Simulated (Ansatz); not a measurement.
C2F3Si (`[C]#C[Si](F)(F)F`) radical, relaxed with UKS PBE0-D4/def2-TZVP in the Gaussian-basis code of Ansatz from a PBE-D4/def2-SVP geometry. The force threshold is 0.005 eV/Å; the program also tests the step.

The species carries charge 0 and has multiplicity 2.

Start:

```xyz
6

C    -0.170    2.394   -0.755
C    -0.084    1.220   -0.389
Si    0.035   -0.500    0.158
F    -1.347   -1.280   -0.118
F     0.350   -0.572    1.735
F     1.215   -1.263   -0.631
```

Q: By how much does the energy fall, and how many steps does the optimiser take? (Estimate.)

A: Ansatz gave: 0.14 eV, in 5 steps.

Q: Which bonds change most? (An estimate is asked.)

A: The calculation gave: Si3–F6 from 1.610 to 1.568 Å; Si3–F5 from 1.610 to 1.568 Å; Si3–F4 from 1.610 to 1.568 Å; C1–C2 from 1.233 to 1.209 Å.

Q: Give the relaxed structure. (An estimate is asked.)

A: Computed: 
```xyz
6

C    -0.166    2.358   -0.746
C    -0.085    1.208   -0.382
Si    0.035   -0.501    0.158
F    -1.311   -1.257   -0.112
F     0.343   -0.569    1.694
F     1.184   -1.240   -0.612
```
